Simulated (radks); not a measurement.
Values are calculated unless marked as measured or tabulated.
The nuclear charge of neutral iron is varied continuously with 26 electrons held in [Ar] 3d6 4s2. Level of theory: scalar-relativistic Kohn-Sham, BLYP, spin-polarised, spherical densities, point nucleus; open shells are filled with parallel spins first (a radial shooting solver on a logarithmic mesh with Libxc functionals). By the Hellmann-Feynman theorem dE/dZ = E(electron-nucleus)/Z, the electronic potential at the nucleus. The scalar-relativistic energy here is not variational (the density holds large components alone), so the two differ by a part that grows with Z.

| Z | E (hartree) | E(electron-nucleus)/Z (hartree) | HOMO | e(HOMO) (eV) | <r> HOMO (bohr) |
|---|---|---|---|---|---|
| 25.8 | -1249.59309 | -115.858 | 3d | -2.823 | 1.294 |
| 26 | -1272.90483 | -117.066 | 4s | -4.845 | 3.090 |
| 26.2 | -1296.45840 | -118.271 | 4s | -6.467 | 2.949 |
| 26.4 | -1320.25328 | -119.474 | 4s | -8.204 | 2.827 |
| 26.6 | -1344.28907 | -120.675 | 4s | -10.051 | 2.718 |
| 26.8 | -1368.56544 | -121.874 | 4s | -12.002 | 2.621 |
| 27 | -1393.08212 | -123.072 | 4s | -14.054 | 2.534 |

The central difference of E at Z = 26 is -117.163 hartree, to compare with the third column; the second derivative is -6.05 hartree.
